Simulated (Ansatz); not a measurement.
Ansatz results at the PBE0-D4/def2-TZVP geometry: HOMO energy (PBE0/def2-TZVPP) -7.66 eV; HOMO–LUMO gap (PBE0/def2-TZVPP) 8.56 eV; HOMO energy (B3LYP/def2-TZVPP) -7.42 eV.

Each molecule was computed in one conformer, which needn't be the lowest.

Which molecule gave them?
A. `N[SiH](F)[Si](N)(O)O`
B. `F[SiH2]N[Si](F)(Cl)Cl`
C. `N[Si@H](F)O[Si@@H](N)O`
D. `C=C[Si@@H](O)[Si@@H](O)F`

C. The others give `F[SiH2]N[Si](F)(Cl)Cl`: -8.89, 8.98, -8.60; `N[SiH](F)[Si](N)(O)O`: -7.19, 7.49, -6.99; `C=C[Si@@H](O)[Si@@H](O)F`: -7.43, 6.71, -7.25.

B3LYP here is the variant with VWN-RPA as its local correlation; programs differ in this.
